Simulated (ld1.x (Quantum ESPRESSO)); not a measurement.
**Which change was made? (P, ultrasoft)**

| Property | Result |
| --- | --- |
| Element | P (Z = 15) |
| Generator | ld1.x (Quantum ESPRESSO) 7.5 |
| Type | ultrasoft |
| Functional | PBE |
| Relativity | scalar-relativistic |
| Frozen core | [Ne] |
| Valence charge | 5 |
| Reference configuration | 3s2 3p3 |
| Partial waves | 3s (bound): rcut 1.20, rcutus 1.60 bohr; 3s channel at 0.2 Ry: rcut 1.20, rcutus 1.60 bohr; 3p (bound): rcut 1.00, rcutus 1.35 bohr; 3p channel at 0.2 Ry: rcut 1.00, rcutus 1.35 bohr; 3d channel at -0.05 Ry: rcut 1.20, rcutus 1.70 bohr |
| Local potential | all-electron potential smoothed inside 1.35 bohr (lloc = -2) |
| Core correction | none |
| Augmentation charge | PSQ, inside the norm-conserving radii |

Cutoffs, loose and tight: the cutoffs (Ry, on a coarse ladder) from which the occupation-weighted sum of valence levels, in a spherical-Bessel basis at the reference potential, stays within 10 and 1 mRy of its value at 400 Ry. They do not see the model core or the augmentation charge, which bear on the density cutoff. Test errors are all-electron minus pseudo excitation energies from the reference, over the configurations 3s2 3p2; 3s2 3p1; 3s2 3p0; 3s1 3p4; 3s1 3p0; 3s0 3p5; 3s2 3p3.3; variants that change the core or the reference have their own tests.

The base gives: outcome: generated; cutoff, loose: 18 Ry; cutoff, tight: 30 Ry; bound ghosts: none; largest test error (meV): +64.

(1) After one change the result is: outcome: generated; cutoff, loose: 50 Ry; cutoff, tight: 90 Ry; bound ghosts: none; largest test error (meV): +184. Which change was it?
A. type TM; waves now 3s (bound): rc 1.60 bohr; 3d channel at -0.05 Ry: rc 1.70 bohr; 3p (bound): rc 1.35 bohr; local potential the p channel
B. augmentation PSQ, radius 0.70 bohr
C. functional PW91
D. local potential all-electron potential smoothed inside 0.60 bohr (lloc = -2)

Answers

(1) A. The others give: augmentation PSQ, radius 0.70 bohr → outcome: failed: chargeps: negative rho | functional PW91 → outcome: generated; cutoff, loose: 18 Ry; cutoff, tight: 30 Ry; bound ghosts: none; largest test error (meV): +106 | local potential all-electron potential smoothed inside 0.60 bohr (lloc = -2) → outcome: generated; cutoff, loose: 12 Ry; cutoff, tight: 30 Ry; bound ghosts: p; largest test error (meV): +64.
